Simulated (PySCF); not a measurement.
# Structure from 2D NMR

Compound of formula C₄H₉PSi₂. Correlations simulated from computed shifts and the bond graph:

HSQC (one-bond C–H):
| δH | δC |
| --- | --- |
| 6.48 | 144.0 |
| 6.30 | 144.0 |
| 6.17 | 140.0 |
| 1.96 | 106.6 |

COSY cross peaks (H two or three bonds apart, from the bond graph; peaks can be absent where the dihedral angle is near 90°):
| δH | δH |
| --- | --- |
| 6.48 | 6.30 |
| 6.48 | 6.17 |
| 6.30 | 6.17 |
| 6.17 | 4.68 |
| 4.68 | 4.39 |
| 4.68 | 4.31 |
| 4.68 | 1.12 |
| 4.39 | 4.31 |

HMBC (two and three bonds, from the bond graph):
| δH | δC |
| --- | --- |
| 6.48 | 140.0 |
| 6.30 | 140.0 |
| 6.17 | 144.0 |
| 4.68 | 144.0, 140.0, 83.5 |
| 4.39 | 140.0, 106.6, 83.5 |
| 4.31 | 140.0, 106.6, 83.5 |
| 1.96 | 83.5 |
| 1.12 | 140.0 |

Carbons without hydrogens: δ 83.5.

PySCF 2.14 calculation with GFN2-xTB structure and shielding tensors at PBE0/pcSseg-1 (GIAO); single conformer, averaged over atoms made equivalent by symmetry, fast rotation or ring inversion, no solvent model, non-relativistic.

Chemical shifts δ = σref − σ; 1H (σ = 31.72 ppm), 13C (σ = 186.93 ppm) against TMS, all at this level.

Exchangeable hydrogens are left out of these lists.

Problem. Assemble the structure.

Solution. `[Si@H]([SiH2]C#C)(P)C=C`.

Atom-mapped SMILES (the numbers label the heavy atoms): `[CH:1]#[C:2][SiH2:3][Si@@H:4]([PH2:5])[CH:6]=[CH2:7]`; H(Xn) means a hydrogen on atom n. Ha(C7) is cis to Si4; Ha(Si3) is pro-R; Hb(Si3) is pro-S; Hb(C7) is trans to Si4.

δC 144.0 is C7, a terminal =CH2 carbon (δH 6.30, 6.48). δC 140.0 is C6, an alkene CH (δH 6.17). δC 106.6 is C1, a terminal alkyne carbon (δH 1.96). δC 83.5 is C2, an alkyne carbon. HMBC from δH 4.68 reaches the proton-free carbon C2. HMBC from δH 4.39 reaches the proton-free carbon C2. HMBC from δH 4.31 reaches the proton-free carbon C2. HMBC from δH 1.96 reaches the proton-free carbon C2. COSY links 6.48–6.30, 6.48–6.17, 6.30–6.17, 6.17–4.68, 4.68–4.39, 4.68–4.31.

This is the structure that produced the data.

Shifts are as computed. Against solution values, carbons near 30 ppm lie about +3 ppm off and those near 130 ppm about +5 ppm. Of 1211 compounds with measured shifts, 218 miss one by over three times the rms of a fit or turn the order of signals round; such compounds aren't used in these exercises.
